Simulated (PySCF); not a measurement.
Predicted microwave data (PBE0-D3(BJ)/def2-SVP geometry optimisation, gas phase (PySCF 2.14.0)) for one isomer of C5H18Si4:

```
Rotational constants : A = 1089, B = 454.2, C = 422.2 MHz
Dipole components    : |μa| = 1.12 D, |μb| = 0.02 D, |μc| = 0.31 D
Inertial defect      : -379.88 u·Å²
κ                    : -0.90
```

Task: Which structure is it? (One computed conformer of each.)
A. `[CH3:1][C@H:2]1[CH2:3][C@H:4]([Si@@H:5]([SiH3:6])[SiH2:7][SiH3:8])[CH2:9]1` with C3–C4–Si5–Si6 -54°, C4–Si5–Si7–Si8 50°, C1–C2–C3–C4 140°, C2–C3–C4–Si5 101°, C3–C4–C9–C2 17°, C1–C2–C9–C4 -140°
B. `[SiH3:1][SiH:2]([SiH3:3])[SiH2:4][CH:5]1[CH2:6][CH2:7][CH2:8][CH2:9]1` with Si1–Si2–Si4–C5 -71°, Si2–Si4–C5–C6 56°, Si4–C5–C6–C7 148°, C5–C6–C7–C8 5°, C6–C7–C8–C9 -29°, C7–C8–C9–C5 42°
C. `[CH3:1][C@H:2]1[CH2:3][C@@H:4]([Si@@H:5]([SiH3:6])[SiH2:7][SiH3:8])[CH2:9]1` with C3–C4–Si5–Si6 43°, C4–Si5–Si7–Si8 46°, C1–C2–C3–C4 141°, C2–C3–C4–Si5 -140°, C3–C4–C9–C2 18°, C1–C2–C9–C4 -141°

Result: B. It is [SiH3][SiH]([SiH3])[SiH2]C1CCCC1, a near-prolate asymmetric top, point group C1. The candidates at the same level (rigid rotor, commonest isotopes):

| SMILES | A (MHz) | B (MHz) | C (MHz) | μa (D) | μb (D) | μc (D) | Δ (u·Å²) | point group | rotor |
| --- | --- | --- | --- | --- | --- | --- | --- | --- | --- |
| C[C@H]1C[C@@H]([Si@@H]([SiH3])[SiH2][SiH3])C1 | 919.7 | 514.0 | 373.9 | 0.86 | 0.90 | 0.21 | -181.06 | C1 | asymmetric top |
| [SiH3][SiH]([SiH3])[SiH2]C1CCCC1 | 1089 | 454.2 | 422.2 | 1.12 | 0.02 | 0.31 | -379.88 | C1 | near-prolate asymmetric top |
| C[C@H]1C[C@H]([Si@@H]([SiH3])[SiH2][SiH3])C1 | 1030 | 484.2 | 372.1 | 0.90 | 0.86 | 0.08 | -176.17 | C1 | asymmetric top |

`C[C@H]1C[C@H]([Si@@H]([SiH3])[SiH2][SiH3])C1` has C 12 % too low; `C[C@H]1C[C@@H]([Si@@H]([SiH3])[SiH2][SiH3])C1` has A 16 % too low. No structure here is proved a minimum.
